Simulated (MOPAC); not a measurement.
Job for MOPAC: PM6 on SiSn, 2S+1 = 3, a spin state set in the input, which need not be the lowest, a point of a bond scan (R = 2.335 Å).

```
PM6 1SCF PRECISE CHARGE=0 UHF MS=1 THREADS=1
SiSn

Si     0.00000000 1     0.00000000 1     0.00000000 1
Sn     0.00000000 1     0.00000000 1     2.33497900 1
```

Output:

```
*******************************************************************************
 **                                                                           **
 **                              MOPAC v23.2.5                                **
 **                                                                           **
 *******************************************************************************
 ** MOPAC's Digital Object Identifier: https://doi.org/10.5281/zenodo.6511958 **
 **                                                                           **
 ** Please cite the open-source release paper for use of this MOPAC version:  **
 ** J. E. Moussa and J. J. P. Stewart (2026)                                  **
 ** MOPAC: An open-source semiempirical molecular orbital program             **
 ** J. Open Source Softw., 11(119), 8025, https://doi.org/10.21105/joss.08025 **
 *******************************************************************************

                              PM6 CALCULATION RESULTS

 *******************************************************************************
 *  PM6        - The PM6 Hamiltonian to be used
 *  UHF        - UNRESTRICTED HARTREE-FOCK CALCULATION
 *
 *
 *
 *                 CHARGE ON SYSTEM = 0
 *
 *
 *
 *  MS=        - IN MECI, MAGNETIC COMPONENT OF SPIN =  1.0
 *  PRECISE    - TIGHTER CRITERIA TO BE USED
 *  1SCF       - DO 1 SCF AND THEN STOP
 *  THREADS=1  - MULTI-THREADING NOT USED
 *  T=         - A TIME OF 172800.0 SECONDS REQUESTED
 *  DUMP=N     - RESTART FILE WRITTEN EVERY 7200.0 SECONDS REQUESTED
 *******************************************************************************
PM6 1SCF PRECISE CHARGE=0 UHF MS=1 THREADS=1
 SiSn

   ATOM   CHEMICAL          X               Y               Z
  NUMBER   SYMBOL      (ANGSTROMS)     (ANGSTROMS)     (ANGSTROMS)

     1      Si          0.00000000  *   0.00000000  *   0.00000000  *
     2      Sn          0.00000000  *   0.00000000  *   2.33497900  *



          CARTESIAN COORDINATES

    NO.       ATOM           X           Y           Z

     1        Si          0.0000      0.0000      0.0000
     2        Sn          0.0000      0.0000      2.3350

 General Reference for PM6:
 "Optimization of Parameters for Semiempirical Methods V: Modification of NDDO Approximations
 and Application to 70 Elements", J. J. P. Stewart, J. Mol. Mod., 13, 1173-1213 (2007)
 URL: https://link.springer.com/article/10.1007/s00894-007-0233-4

           Empirical Formula: Si Sn  =     2 atoms



      MOLECULAR POINT GROUP   :   C*v


          UHF CALCULATION, NO. OF ALPHA ELECTRONS =    5
                           NO. OF BETA  ELECTRONS =    3

 -------------------------------------------------------------------------------
 PM6 1SCF PRECISE CHARGE=0 UHF MS=1 THREADS=1
 SiSn



     1SCF WAS SPECIFIED, SO BFGS WAS NOT USED
     SCF FIELD WAS ACHIEVED


                              PM6 CALCULATION
                                                       MOPAC v23.2.5 Linux




          FINAL HEAT OF FORMATION =        139.66360 KCAL/MOL =     584.35250 KJ/MOL


          COSMO AREA              =        114.94 SQUARE ANGSTROMS
          COSMO VOLUME            =        108.86 CUBIC ANGSTROMS

          IONIZATION POTENTIAL    =          7.156107 EV
          ALPHA SOMO LUMO (EV)    =         -7.525 -1.666
          BETA  SOMO LUMO (EV)    =         -7.156 -2.646
          NO. OF ALPHA ELECTRONS  =          5
          NO. OF BETA  ELECTRONS  =          3
          MOLECULAR WEIGHT        =        146.7755         POINT GROUP:  C*v

          MOLECULAR DIMENSIONS (Angstroms)

            Atom       Atom       Distance
           Sn     2   Si     1     2.33498
           Sn     2   Si     1     0.00000
           Si     1   Sn     2     0.00000


          SCF CALCULATIONS        =          1





   ATOM   CHEMICAL          X               Y               Z
  NUMBER   SYMBOL      (ANGSTROMS)     (ANGSTROMS)     (ANGSTROMS)

     1      Si          0.00000000  *   0.00000000  *   0.00000000  *
     2      Sn          0.00000000  *   0.00000000  *   2.33497900  *

                             CARTESIAN COORDINATES

   1   Si        0.000000000     0.000000000     0.000000000
   2   Sn        0.000000000     0.000000000     2.334979000


           Empirical Formula: Si Sn  =     2 atoms



      MOLECULAR POINT GROUP   :   C*v


          ALPHA EIGENVALUES
 -17.59208 -12.22784  -7.80951  -7.76118  -7.52502  -1.66606  -1.39042  -0.08606
   2.65056   2.67789   2.70801   2.86433   3.09596


           BETA EIGENVALUES
 -16.53506 -10.80219  -7.15611  -2.64625  -2.57209  -1.00594  -0.61786   0.42129
   2.89205   2.89276   2.95852   3.03167   3.30942


              NET ATOMIC CHARGES AND DIPOLE CONTRIBUTIONS

  ATOM NO.   TYPE          CHARGE      No. of ELECS.   s-Pop       p-Pop       d-Pop
    1         Si          -0.362226        4.3622     1.83572     2.44486     0.08164
    2         Sn           0.362226        3.6378     1.79051     1.84727
 DIPOLE           X         Y         Z       TOTAL
 POINT-CHG.     0.000     0.000     4.062     4.062
 HYBRID        -0.000    -0.000    -2.442     2.442
 SUM           -0.000    -0.000     1.621     1.621


          ATOMIC ORBITAL ELECTRON POPULATIONS

     Atom    s        px        py        pz      x^2-y^2     xz        z^2       yz        xy
    1 Si   1.83572   1.17934   0.54299   0.72253   0.00004   0.03496   0.02795   0.01869   0.00000
    2 Sn   1.79051   0.78570   0.43832   0.62325


                    (SZ)    =    1.000000
                    (S**2)  =    2.015697


          ATOMIC ORBITAL SPIN POPULATIONS

    Atom   Total    s     px     py     pz   x^2-y^2  xz     z^2    yz     xy
         Atomic
    1 Si  0.9834  0.045 -0.102  0.543  0.466 -0.000  0.002  0.010  0.019 -0.000
    2 Sn  1.0166  0.056  0.100  0.438  0.422

 **********************
 *                    *
 * JOB ENDED NORMALLY *
 *                    *
 **********************




 == MOPAC DONE ==
```

The run finished.

Cost: roughly 0.05 core-seconds.
